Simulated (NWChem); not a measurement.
Molecule: C4H7N; SMILES C=C/C=N/C

```xyz
12

C      0.6539    -2.0822     0.0000
C     -0.5110    -1.4242     0.0000
C     -0.6234     0.0430     0.0000
N      0.3878     0.8096     0.0000
C      0.1704     2.2339     0.0000
H      1.5956    -1.5259     0.0000
H      0.6937    -3.1740     0.0000
H     -1.4555    -1.9786     0.0000
H     -1.6603     0.4422     0.0000
H      1.1316     2.7674     0.0000
H     -0.3957     2.5643    -0.8897
H     -0.3957     2.5643     0.8897
```
Atoms are numbered in this order, from 1.

This is a stationary point of PBE0/def2-SVP (NWChem), point group Cs. 

Q: Is it a minimum? If not, what does it relax to?

A: No. It has an imaginary frequency of 236i cm⁻¹. Following that mode (on a finer grid) lowers the energy by 2.4 kcal/mol and ends, with real frequencies alone, at point group Cs:
```xyz
12

C      0.6302    -2.0787     0.1239
C     -0.5083    -1.4232    -0.1290
C     -0.6254     0.0433    -0.1412
N      0.3535     0.8174     0.0880
C      0.1398     2.2312     0.0536
H      1.5465    -1.5211     0.3381
H      0.6731    -3.1704     0.1229
H     -1.4266    -1.9798    -0.3437
H     -1.6359     0.4468    -0.3662
H      0.8104     2.6893    -0.6930
H     -0.9033     2.5284    -0.1797
H      0.4214     2.6724     1.0247
```
